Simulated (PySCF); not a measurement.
Can point charges reproduce the dipole moment of `COC1=CCNC1`?

Coordinates (GFN2-xTB, Å) and charges (e) from the PBE0/pcSseg-1 density (PySCF):

```json
{"atom": "C1", "x": "-2.542", "y": "-0.084", "z": "-0.433", "Mulliken": "-0.0309", "IAO": "-0.2048", "Hirshfeld": "-0.0331", "ESP-fitted": "+0.0342"}
{"atom": "O2", "x": "-1.557", "y": "0.606", "z": "0.299", "Mulliken": "-0.4727", "IAO": "-0.3243", "Hirshfeld": "-0.1104", "ESP-fitted": "-0.4088"}
{"atom": "C3", "x": "-0.275", "y": "0.266", "z": "0.035", "Mulliken": "+0.0769", "IAO": "+0.1775", "Hirshfeld": "+0.0604", "ESP-fitted": "+0.3847"}
{"atom": "C4", "x": "0.255", "y": "-0.643", "z": "-0.778", "Mulliken": "-0.2655", "IAO": "-0.2967", "Hirshfeld": "-0.1130", "ESP-fitted": "-0.4336"}
{"atom": "C5", "x": "1.757", "y": "-0.566", "z": "-0.688", "Mulliken": "+0.0341", "IAO": "-0.1483", "Hirshfeld": "-0.0313", "ESP-fitted": "+0.1342"}
{"atom": "N6", "x": "2.035", "y": "0.254", "z": "0.498", "Mulliken": "-0.5047", "IAO": "-0.4216", "Hirshfeld": "-0.1802", "ESP-fitted": "-0.7566"}
{"atom": "C7", "x": "0.823", "y": "1.033", "z": "0.741", "Mulliken": "+0.0562", "IAO": "-0.1671", "Hirshfeld": "-0.0341", "ESP-fitted": "+0.0290"}
{"atom": "H8", "x": "-3.501", "y": "0.322", "z": "-0.116", "Mulliken": "+0.1294", "IAO": "+0.1622", "Hirshfeld": "+0.0544", "ESP-fitted": "+0.0956"}
{"atom": "H9", "x": "-2.414", "y": "0.070", "z": "-1.509", "Mulliken": "+0.1074", "IAO": "+0.1361", "Hirshfeld": "+0.0426", "ESP-fitted": "+0.0501"}
{"atom": "H10", "x": "-2.511", "y": "-1.158", "z": "-0.221", "Mulliken": "+0.1071", "IAO": "+0.1351", "Hirshfeld": "+0.0426", "ESP-fitted": "+0.0471"}
{"atom": "H11", "x": "-0.242", "y": "-1.329", "z": "-1.437", "Mulliken": "+0.0846", "IAO": "+0.1472", "Hirshfeld": "+0.0390", "ESP-fitted": "+0.1555"}
{"atom": "H12", "x": "2.235", "y": "-1.545", "z": "-0.616", "Mulliken": "+0.1171", "IAO": "+0.1376", "Hirshfeld": "+0.0426", "ESP-fitted": "+0.0621"}
{"atom": "H13", "x": "2.169", "y": "-0.054", "z": "-1.569", "Mulliken": "+0.1278", "IAO": "+0.1345", "Hirshfeld": "+0.0307", "ESP-fitted": "+0.0743"}
{"atom": "H14", "x": "2.202", "y": "-0.359", "z": "1.290", "Mulliken": "+0.1708", "IAO": "+0.2412", "Hirshfeld": "+0.1054", "ESP-fitted": "+0.3667"}
{"atom": "H15", "x": "0.624", "y": "1.175", "z": "1.804", "Mulliken": "+0.1272", "IAO": "+0.1473", "Hirshfeld": "+0.0473", "ESP-fitted": "+0.0727"}
{"atom": "H16", "x": "0.935", "y": "2.022", "z": "0.279", "Mulliken": "+0.1354", "IAO": "+0.1440", "Hirshfeld": "+0.0373", "ESP-fitted": "+0.0927"}
```

Question: What dipole does each set of charges give (1 e·Å = 4.803 D), and what does the density give?

Answer: The full density gives (-1.57, -1.42, -0.34) D, 2.14 D in size; dipole vectors point from the negative to the positive end.

| scheme | μx | μy | μz | size (D) | share of the full size (%) | angle to the full dipole (°) |
| --- | --- | --- | --- | --- | --- | --- |
| Mulliken | -0.36 | -0.94 | -1.25 | 1.60 | 75 | 47 |
| IAO | -1.29 | -1.29 | -0.71 | 1.96 | 92 | 12 |
| Hirshfeld | -0.92 | -0.45 | 0.00 | 1.02 | 48 | 18 |
| ESP-fitted | -1.53 | -1.41 | -0.38 | 2.12 | 99 | 1 |

Question: Which set comes closest?

Answer: Length of the difference vector: ESP-fitted 0.06 D, IAO 0.48 D, Hirshfeld 1.22 D, Mulliken 1.58 D. Closest: ESP-fitted. 

Question: What is left for the Hirshfeld atoms' own dipoles?

Answer: The shares of the density sum to the whole, so what Σ q r misses lies in dipoles about the nuclei. The atomic dipoles sum to (-1.57, -1.42, -0.34) − (-0.92, -0.45, 0.00) = (-0.65, -0.97, -0.34) D, 1.22 D in size.

Question: With the origin at the mean of the coordinates, (0.000, 0.001, -0.151) Å, which are the largest single terms, by size, of the ESP-fitted dipole along the direction of the full one?

Answer: N6 +6.41, H14 -2.83, O2 -1.31, H8 +1.08, H11 +0.94 D; all 16 atoms together +2.12 D. The single terms depend on the origin, their sum doesn't.

Question: Give the size of the full dipole in other units.

Answer: 2.14 D = 0.844 au = 0.446 e·Å = 7.15 × 10⁻³⁰ C·m.

The structure is a single GFN2-xTB conformer in the gas phase; no vibrational or solvent corrections.
